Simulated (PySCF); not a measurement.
# Static response to an electric field

Compound: C4H10OSi.
Geometry (GFN2-xTB, Å), atoms numbered from 1 in this order:
```
atom  x, y, z in Å
C1     2.140    0.537   -0.538
O2     0.857    0.813   -0.028
C3     0.386   -0.150    0.864
C4    -0.182   -1.428    0.328
C5    -1.093   -0.344    0.842
Si6   -1.989    0.750   -0.407
H7     2.162   -0.418   -1.077
H8     2.384    1.347   -1.222
H9     2.884    0.503    0.267
H10    0.940   -0.187    1.802
H11   -0.142   -1.589   -0.738
H12   -0.056   -2.326    0.915
H13   -1.571   -0.532    1.794
H14   -1.579    0.401   -1.767
H15   -1.725    2.157   -0.120
H16   -3.424    0.474   -0.258
```

Level: PBE0/def2-SVPD (PySCF), static field, nuclei fixed, core orbitals frozen in the response. The polarisability tensor in these axes (au):

```
x   88.39 -2.48  0.06
y   -2.48 74.76 -3.49
z    0.06 -3.49 70.80
```

**Question.** Diagonalise the tensor; give its mean and Δα, where Δα² is half the sum of the squared differences of the eigenvalues.

**Answer.** Principal values 68.69, 76.40 and 88.85 au; mean 77.98 au = 11.56 Å³ = 12.86 × 10⁻⁴⁰ C²·m²/J; Δα = 17.62 au (23 % of the mean).

**Question.** What is the dipole moment, and where does it point?

**Answer.** (1.41, -1.19, 0.50) D, 1.91 D in size, pointing from the negative to the positive side. Measured along this direction, the outermost atoms are H16 at the negative end and H9 at the positive end.

**Question.** Rayleigh depolarisation ratio (linearly polarised light, static tensor)?

**Answer.** ρ = 3Δα²/(45ᾱ² + 4Δα²) = 931.3/(273663 + 1241.8) = 0.00339.

**Question.** Orientational against electronic polarisability at 350 K (dilute gas, rigid molecules)?

**Answer.** In Gaussian units μ²/3kT = 25.11 Å³ against 11.56 Å³, a ratio of 2.17; the Debye molar polarisation (4π/3)N_A(α + μ²/3kT) is 92.5 cm³/mol, leaving out the vibrational part.

**Question.** Estimate the molar refractivity from the static electronic polarisability.

**Answer.** Lorentz–Lorenz: R = (4π/3)N_A α = 2.5225 cm³/(mol·Å³) × 11.56 Å³ = 29.2 cm³/mol, in the limit of long wavelengths.

**Question.** Give the eigenvalues of the traceless quadrupole moment Θ = ½Σq(3rr − r²1), origin at the centre of nuclear charge.

**Answer.** -2.90, -0.52, 3.42 D·Å. The values depend on the origin, since the dipole doesn't vanish. The electronic extent ⟨r²⟩ about the same centre is 824 bohr², a root-mean-square distance of 2.03 Å for the 56 electrons.

Geometry: GFN2-xTB, one conformer, isolated molecule.

The run behind these numbers computed excited states as well. Time: 53 s; peak memory 0.83 GiB. Hardware: Arm Neoverse N1, one thread, shared host with 64 logical CPUs at a one-minute load of 54.
